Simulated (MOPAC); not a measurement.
Input for MOPAC: PM6 on H4OSi (SMILES O[SiH3]).

```
PM6 1SCF PRECISE CHARGE=0 THREADS=1
H4OSi

O     -0.21128017 1     0.73650925 1     3.04061681 1
Si     0.19617471 1    -0.59493006 1     3.91836103 1
H     -0.24304074 1     0.64594763 1     2.07731843 1
H     -0.75321059 1    -1.71717218 1     3.70054533 1
H      0.15965492 1    -0.18870650 1     5.33827874 1
H      1.55609907 1    -1.08977178 1     3.58100540 1
```

Output:

```
*******************************************************************************
 **                                                                           **
 **                              MOPAC v23.2.5                                **
 **                                                                           **
 *******************************************************************************
 ** MOPAC's Digital Object Identifier: https://doi.org/10.5281/zenodo.6511958 **
 **                                                                           **
 ** Please cite the open-source release paper for use of this MOPAC version:  **
 ** J. E. Moussa and J. J. P. Stewart (2026)                                  **
 ** MOPAC: An open-source semiempirical molecular orbital program             **
 ** J. Open Source Softw., 11(119), 8025, https://doi.org/10.21105/joss.08025 **
 *******************************************************************************

                              PM6 CALCULATION RESULTS

 *******************************************************************************
 *  PM6        - The PM6 Hamiltonian to be used
 *
 *
 *
 *                 CHARGE ON SYSTEM = 0
 *
 *
 *
 *  PRECISE    - TIGHTER CRITERIA TO BE USED
 *  1SCF       - DO 1 SCF AND THEN STOP
 *  THREADS=1  - MULTI-THREADING NOT USED
 *  T=         - A TIME OF 172800.0 SECONDS REQUESTED
 *  DUMP=N     - RESTART FILE WRITTEN EVERY 7200.0 SECONDS REQUESTED
 *******************************************************************************
PM6 1SCF PRECISE CHARGE=0 THREADS=1
 H4OSi

   ATOM   CHEMICAL          X               Y               Z
  NUMBER   SYMBOL      (ANGSTROMS)     (ANGSTROMS)     (ANGSTROMS)

     1       O         -0.21128017  *   0.73650925  *   3.04061681  *
     2      Si          0.19617471  *  -0.59493006  *   3.91836103  *
     3       H         -0.24304074  *   0.64594763  *   2.07731843  *
     4       H         -0.75321059  *  -1.71717218  *   3.70054533  *
     5       H          0.15965492  *  -0.18870650  *   5.33827874  *
     6       H          1.55609907  *  -1.08977178  *   3.58100540  *



          CARTESIAN COORDINATES

    NO.       ATOM           X           Y           Z

     1         O         -0.2113      0.7365      3.0406
     2        Si          0.1962     -0.5949      3.9184
     3         H         -0.2430      0.6459      2.0773
     4         H         -0.7532     -1.7172      3.7005
     5         H          0.1597     -0.1887      5.3383
     6         H          1.5561     -1.0898      3.5810

 General Reference for PM6:
 "Optimization of Parameters for Semiempirical Methods V: Modification of NDDO Approximations
 and Application to 70 Elements", J. J. P. Stewart, J. Mol. Mod., 13, 1173-1213 (2007)
 URL: https://link.springer.com/article/10.1007/s00894-007-0233-4

           Empirical Formula: H4 O Si  =     6 atoms



      MOLECULAR POINT GROUP   :   Cs


      RHF CALCULATION, NO. OF DOUBLY OCCUPIED LEVELS = 7


 -------------------------------------------------------------------------------
 PM6 1SCF PRECISE CHARGE=0 THREADS=1
 H4OSi



     1SCF WAS SPECIFIED, SO BFGS WAS NOT USED
     SCF FIELD WAS ACHIEVED


                              PM6 CALCULATION
                                                       MOPAC v23.2.5 Linux




          FINAL HEAT OF FORMATION =        -65.05887 KCAL/MOL =    -272.20633 KJ/MOL


          COSMO AREA              =         87.16 SQUARE ANGSTROMS
          COSMO VOLUME            =         73.84 CUBIC ANGSTROMS

          IONIZATION POTENTIAL    =         11.148014 EV
          HOMO LUMO ENERGIES (EV) =        -11.148 -0.103
          NO. OF FILLED LEVELS    =          7
          MOLECULAR WEIGHT        =         48.1165         POINT GROUP:  Cs

          MOLECULAR DIMENSIONS (Angstroms)

            Atom       Atom       Distance
            H     5    H     3     3.39008
            H     4    H     6     2.39600
            O     1    H     4     1.98240


          SCF CALCULATIONS        =          1





   ATOM   CHEMICAL          X               Y               Z
  NUMBER   SYMBOL      (ANGSTROMS)     (ANGSTROMS)     (ANGSTROMS)

     1       O         -0.21128017  *   0.73650925  *   3.04061681  *
     2      Si          0.19617471  *  -0.59493006  *   3.91836103  *
     3       H         -0.24304074  *   0.64594763  *   2.07731843  *
     4       H         -0.75321059  *  -1.71717218  *   3.70054533  *
     5       H          0.15965492  *  -0.18870650  *   5.33827874  *
     6       H          1.55609907  *  -1.08977178  *   3.58100540  *

                             CARTESIAN COORDINATES

   1    O       -0.211280170     0.736509250     3.040616810
   2   Si        0.196174710    -0.594930060     3.918361030
   3    H       -0.243040740     0.645947630     2.077318430
   4    H       -0.753210590    -1.717172180     3.700545330
   5    H        0.159654920    -0.188706500     5.338278740
   6    H        1.556099070    -1.089771780     3.581005400


           Empirical Formula: H4 O Si  =     6 atoms



      MOLECULAR POINT GROUP   :   Cs


                  EIGENVALUES
 -30.16896 -19.71745 -16.87544 -13.85755 -13.53753 -11.17683 -11.14801  -0.10259
   0.78448   0.91155   1.49411   1.98807   2.70602   4.41164   4.61250   4.80602
   5.29107


              NET ATOMIC CHARGES AND DIPOLE CONTRIBUTIONS

  ATOM NO.   TYPE          CHARGE      No. of ELECS.   s-Pop       p-Pop       d-Pop
    1          O          -0.587162        6.5872     1.66714     4.92002
    2         Si           0.283461        3.7165     1.16395     1.66166     0.89094
    3          H           0.359110        0.6409     0.64089
    4          H          -0.022980        1.0230     1.02298
    5          H          -0.009559        1.0096     1.00956
    6          H          -0.022869        1.0229     1.02287
 DIPOLE           X         Y         Z       TOTAL
 POINT-CHG.     0.349    -1.455    -0.704     1.654
 HYBRID        -0.258     0.770    -0.902     1.214
 SUM            0.091    -0.685    -1.607     1.749


          ATOMIC ORBITAL ELECTRON POPULATIONS

     Atom    s        px        py        pz      x^2-y^2     xz        z^2       yz        xy
    1  O   1.66714   1.80969   1.73583   1.37451
    2 Si   1.16395   0.65669   0.44791   0.55705   0.14037   0.05619   0.28039   0.13955   0.27443
    3  H   0.64089
    4  H   1.02298
    5  H   1.00956
    6  H   1.02287

 **********************
 *                    *
 * JOB ENDED NORMALLY *
 *                    *
 **********************




 == MOPAC DONE ==
```

The run finished.

Cost: roughly 0.03 core-seconds.
